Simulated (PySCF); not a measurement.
BiS at PBE0

Level: PBE0. PySCF, scalar-relativistic core potentials, basis sets Bi cc-pVTZ-PP with ECP60, S cc-pV(T+d)Z.

For BiS, the state is ⁴Π (quartet), unpaired electrons π ↑↑↑, a second solution, started from another occupation, the bond length is 2.548 Å and the harmonic wavenumber is 319 cm⁻¹. The force constant is 1.66 mdyn/Å. The rotational constant Be is 0.09363 cm⁻¹ and the anharmonicity ωexe is 0.932 cm⁻¹. The vibration–rotation constant αe is 0.000374 cm⁻¹, the energy of the minimum from ground-state Bi + S is -1.96 eV and the bond order (Mayer) is 1.08. The dipole moment (positive dipole means Bi(−)S(+)) is -2.06 D.

These are scalar-relativistic numbers at best; spin–orbit coupling would shift them, the dissociation energy most.
